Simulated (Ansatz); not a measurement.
`N#C[O][GaH2]` + `C=N` → `C=[N][GaH2]` + `N#CO` at 298.15 K and 1 bar (ligand exchange at a Ga–O bond).

Calculated with Ansatz (gas phase, PBE0-D4/def2-TZVP geometries, no zero-point term in ΔE). CBS: MP2 limit from def2 TZ/QZ plus the TZ coupled-cluster correction, frozen cores. This one scheme is used for every species. For Ga outer-core shells are correlated without core-valence functions, which leaves a few kJ/mol of doubt a bond. Scalar relativity is left out up to krypton. Each species was taken in one conformer, which may not be the lowest.

| species | CCSD(T)/CBS energy (Eh) | H − E (kJ/mol) | S (J/(mol·K)) |
| --- | --- | --- | --- |
| `N#C[O][GaH2]` | -2093.04540 | 84.9 | 310.0 |
| `C=N` | -94.52360 | 115.3 | 227.0 |
| `C=[N][GaH2]` | -2019.05960 | 128.5 | 300.4 |
| `N#CO` | -168.48100 | 68.5 | 241.1 |

H − E and S are ideal-gas, rigid-rotor, harmonic terms from PBE0-D4/def2-TZVP, for one conformer and one mirror image of each species. 1 Eh = 2625.50 kJ/mol, R = 8.31446 J/(mol·K).

Problem. By hand: ΔE, ΔH, ΔS and ΔG.

Solution. ΔE = (-2019.05960) + (-168.48100) − (-2093.04540) − (-94.52360) = 0.02840 Eh = 74.6 kJ/mol. Δ(H − E) = 128.5 + 68.5 − 84.9 − 115.3 = -3.2, so ΔH = 71.4 kJ/mol. ΔS = 300.4 + 241.1 − 310.0 − 227.0 = 4.5 J/(mol·K). ΔG = 71.4 − 298.15 × (4.5)/1000 = 70.1 kJ/mol.

Problem. By hand: the equilibrium constant, and the temperature at which ΔG would vanish if ΔH and ΔS stayed fixed.

Solution. log₁₀ K = −ΔG/(RT ln 10) = -12.3. ΔG = 0 at ΔH/ΔS = 15867 K, far beyond where these terms or the molecules hold.

The number of gas molecules stays the same, so ΔS is small and ΔH decides. A doubt of 5 kJ/mol in ΔE shifts log₁₀ K by 0.9 here. Other conformers and mirror images would add mixing entropy, several J/(mol·K) or more a flexible species. These are equilibria of isolated gas molecules and say nothing of rates. Largest T1 diagnostic: 0.017 (customary marks: 0.02 for closed shells, 0.045 for open ones).
